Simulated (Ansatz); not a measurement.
BH3O2 (SMILES OBO) moved off its minimum; all values from Ansatz (an electronic-structure program), cores frozen in correlated methods.
(charge 0, multiplicity 1)
```xyz
6

B     -0.3039    -0.4761    -0.3284
H     -1.3902    -0.9605    -0.6527
O     -0.3940     0.9503    -0.5046
H      0.2414     1.5214    -0.2196
O      0.4366    -0.7397     0.7570
H      0.4439    -1.8729     0.9550
```

| level | largest force (eV/Å) | on atom | rms difference from CCSD(T)/cc-pVTZ (eV/Å) | dipole (D) |
|---|---|---|---|---|
| HF/def2-TZVPP | 8.32 | O5 | 0.668 | 2.55 |
| PBE/def2-TZVPP | 6.55 | O5 | 0.261 | 2.07 |
| r2SCAN/def2-TZVPP | 6.81 | O5 | 0.119 | 2.16 |
| B3LYP/def2-TZVPP | 6.93 | O5 | 0.118 | 2.22 |
| wB97M-V/def2-TZVPP | 7.09 | O5 | 0.096 | 2.29 |
| MP2/cc-pVTZ | 7.17 | O5 | 0.050 | 2.28 |
| CCSD(T)/cc-pVTZ | 7.10 | O5 | 0.000 | 2.21 |

The differences count from one level among others, with limits of its own. Forces at CCSD(T)/cc-pVTZ (eV/Å):

```json
[
 {"atom": "B1", "Fx": "-2.875", "Fy": "4.473", "Fz": "1.226"},
 {"atom": "H2", "Fx": "1.369", "Fy": "-0.610", "Fz": "-0.506"},
 {"atom": "O3", "Fx": "-2.863", "Fy": "-3.998", "Fz": "-2.650"},
 {"atom": "H4", "Fx": "2.943", "Fy": "1.859", "Fz": "1.491"},
 {"atom": "O5", "Fx": "1.462", "Fy": "-6.835", "Fz": "1.250"},
 {"atom": "H6", "Fx": "-0.036", "Fy": "5.110", "Fz": "-0.810"}
]
```
